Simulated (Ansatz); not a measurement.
Reactions of BrClFGeH (`[F][GeH]([Cl])[Br]`).

Computed with Ansatz on PBE0-D4/def2-TZVP structures; ΔE is electronic, products minus reactants. CCSD(T)/CBS is the MP2 limit (def2-TZVPP, def2-QZVPP) plus CCSD(T) − MP2 in def2-TZVPP, frozen cores. This one scheme is used for every species. No spin–orbit coupling; open shells (•) take unrestricted orbitals. For Br, Ge outer-core shells are correlated without core-valence functions, which leaves a few kJ/mol of doubt a bond. Scalar relativity is left out up to krypton. Each species was taken in one conformer, which may not be the lowest.

(1) Order these by ΔE at CCSD(T)/CBS, lowest first. (Best estimate.)
A. `[F][GeH]([Cl])[Br]` + `[SiH3]N[SiH3]` → `[F][GeH]([Cl])[N]([SiH3])[SiH3]` + HBr
B. `[F][GeH]([Cl])[Br]` + H–F → `[F][GeH]([F])[Cl]` + HBr
C. `[F][GeH]([Cl])[Br]` + NH₃ → `[NH2][GeH]([F])[Cl]` + HBr
D. `[F][GeH]([Cl])[Br]` + `[SiH3]`• → `[F][Ge]([Cl])[Br]`• + SiH₄
E. `[F][GeH]([Cl])[Br]` + `[OH]`• → `[F][Ge]([Cl])[Br]`• + H₂O

Largest T1 diagnostic: 0.015, for `[SiH3]`•.

Answers

(1) E (-159.5 kJ/mol), D (-36.8 kJ/mol), B (+16.8 kJ/mol), A (+37.5 kJ/mol), C (+53.3 kJ/mol).
